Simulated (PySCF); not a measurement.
**Cl(2+): excitation energy**

Cl(2+) [Ne] 3s2 3p3 (4S) → Cl(2+) [Ne] 3s1 3p3 3d1 (6D), as a difference of total energies. Calculation: PySCF 2.14, in aug-cc-pV(T+d)Z with one added diffuse shell each of s, p, d, f type (7s6p5d3f, 71 functions); the non-relativistic Hamiltonian (point nucleus). Correlated levels: valence: [Ne] frozen. The calculations carry no spin-orbit coupling.

```tsv
method	excitation energy (eV)
UHF	23.910
LDA	26.285
PBE	26.015
PBE0	25.870
r2SCAN	25.287
TPSS	26.006
MN15	25.786
r2SCAN0	25.358
wB97X-V	26.244
MP2 (valence)	25.715
SCS-MP2 (valence)	26.189
```

Problem. How much does correlation contribute at MP2 (valence)?

Solution. 25.715 − (23.910) = 1.805 eV, measured against UHF.

The promoted electron is Rydberg-like, and one or two diffuse shells describe it only roughly, which tends to raise the upper state.
